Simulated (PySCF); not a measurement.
Molecule: phenylhydrazine (SMILES NNc1ccccc1).

Numbering as in the mapped SMILES `[NH2:1][NH:2][c:3]1[cH:4][cH:5][cH:6][cH:7][cH:8]1`; H(Xn) means a hydrogen on atom n.

Geometry PBE0-D3(BJ)/def2-SVP throughout; GIAO in PySCF 2.14.0 with density-fitted response routines, gas phase, one conformer, non-relativistic; equivalent atoms averaged; basis pcSseg-1.

(1) How do the shifts δ (against NH3, TMS at the same level) depend on the functional? (a selection of nuclei; ppm; last column core-seconds on 1 thread of an Arm Neoverse V1, shared host; the GGAs took longer than the global hybrids here, which isn't the general rule, and the cause wasn't traced)

(2) Which nucleus among those listed moves most, in ppm?

## Answers

(1) 
| functional | kind | N2 | C3 | C6 | C4/C8 | H(C5)/H(C7) | H(C6) | H(C4)/H(C8) | H(N2) | H(N1) | core-s |
| --- | --- | --- | --- | --- | --- | --- | --- | --- | --- | --- | --- |
| HF | Hartree–Fock | 82.1 | 160.3 | 121.3 | 112.0 | 7.53 | 6.77 | 6.49 | 4.22 | 2.60 | 10 |
| BLYP | GGA | 119.8 | 153.2 | 120.4 | 109.7 | 6.96 | 6.49 | 6.13 | 4.43 | 2.52 | 31 |
| BP86 | GGA | 114.1 | 151.6 | 119.6 | 109.1 | 7.08 | 6.60 | 6.25 | 4.47 | 2.51 | 30 |
| PBE0 | global hybrid | 105.8 | 154.5 | 121.8 | 111.4 | 7.27 | 6.74 | 6.39 | 4.40 | 2.50 | 18 |
| CAM-B3LYP | range-separated hybrid | 105.9 | 159.9 | 124.9 | 114.3 | 7.26 | 6.71 | 6.36 | 4.33 | 2.52 | 26 |
| wB97X-D | range-separated hybrid | 100.1 | 156.8 | 122.7 | 112.2 | 7.31 | 6.76 | 6.42 | 4.36 | 2.53 | 25 |

(2) N2 (nitrogen bonded to O or N): from 82.1 ppm with HF to 119.8 ppm with BLYP. The smallest spread is 0.09 ppm, at H(N1). Proton shifts span only some 12 ppm, so a few tenths of a ppm matter as much there as several ppm in carbon.
